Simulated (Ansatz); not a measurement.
Stepwise reaction of `CO[SiH](F)OC` with water, as a gas-phase model of exchange steps in deposition or etching. ΔE in kJ/mol.

Computed with Ansatz on PBE0-D4/def2-TZVP structures; ΔE is electronic, products minus reactants. CCSD(T)/CBS is the MP2 limit (def2-TZVPP, def2-QZVPP) plus CCSD(T) − MP2 in def2-TZVPP, frozen cores. This one scheme is used for every species. DFT in def2-TZVPP. B3LYP here is the variant with VWN-RPA as its local correlation; programs differ in this. One conformer a species, not always the lowest.

```tsv
step	reaction	PBE-D4	B3LYP-D4	ωB97M-V	CCSD(T)/CBS
1	`CO[SiH](F)OC` + H₂O → `CO[SiH](O)F` + CH₃OH	0.2	2.8	0.9	3.6
```

Q: Give the row of step 2, `CO[SiH](O)F` + H₂O → `O[SiH](O)F` + CH₃OH. (Estimate.)

A: The calculation gave: 
```
step                                    reaction  PBE-D4  B3LYP-D4  ωB97M-V  CCSD(T)/CBS
   2  `CO[SiH](O)F` + H₂O → `O[SiH](O)F` + CH₃OH    -0.4       1.8      0.3          3.0
```

Q: By hand: ΔE of the 2 steps together at CCSD(T)/CBS.

A: (3.6) + (3.0) = 6.6 kJ/mol, or 3.3 kJ/mol a step.

In ΔE the steps differ by no more than 0.6 kJ/mol. PBE-D4 differs from CCSD(T)/CBS by -3.4 to -3.4 kJ/mol a step. Isolated molecules leave out the surface, adducts and barriers. Largest T1 diagnostic: 0.011.
